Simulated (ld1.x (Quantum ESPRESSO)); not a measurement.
Values are calculated unless marked as measured or tabulated.
# Hardness and transferability of assorted potentials

Generated with ld1.x 7.5 (TM, RRKJ, ultrasoft, PAW), atompaw 4.2 or ONCVPSP 4.0.1. The cutoff is in Ry: for ld1.x and atompaw files where the sum of valence levels is converged to 10 mRy in a Bessel basis, for ONCV files where the hardest occupied wave has 1 mHa per electron of residual kinetic energy. The error is the largest all-electron minus pseudo excitation energy over each file’s own four to seven test configurations (ionisations up to +4, promotions, holes and added fractions of an electron), all of which were solved. The labels leave out finer settings (local radius, basis sizes, second energies), which also bear on the numbers. Spin-polarised tests are not counted. The rows are a selection from randomly drawn settings: files with unsolved tests, undetermined cutoffs or missed reference levels are left out.

A true bound ghost makes a file unfit for plane-wave use even where its test errors are small: the radial tests pick states by their node count and pass the ghost by.

```tsv
element	potential	cutoff (Ry)	largest error (meV)	bound ghosts
B	ultrasoft, LDA (PZ), non-relativistic, rc 1.62/2.05 (sp), local smoothed, core correction yes, reference 2s2 2p1	12	+15	none
Br	TM, LDA (PZ), scalar-relativistic, rc 1.40/1.35/1.50 (spd), local d, core correction yes, reference 4s2 4p4	55	-43	none
Ir	RRKJ, PBE, scalar-relativistic, rc 2.20/1.60/2.15 (spd), local smoothed, core correction yes, reference 5p6 5d7 6s2 6p0	50	-251	s
Pt	TM, LDA (PZ), scalar-relativistic, rc 2.05/1.10/2.30 (spd), local smoothed, core correction no, reference 5p6 5d9 6s1 6p0	140	-139	s
```

(1) Fill in the row for Rh: TM, PBE, fully relativistic, rc 2.24/4.02/1.78 (spd), local s, core correction no, reference 4d8.5 5s0.5 5p0.

## Answers

(1) cutoff 55 Ry, largest error -650 meV, bound ghosts: none.
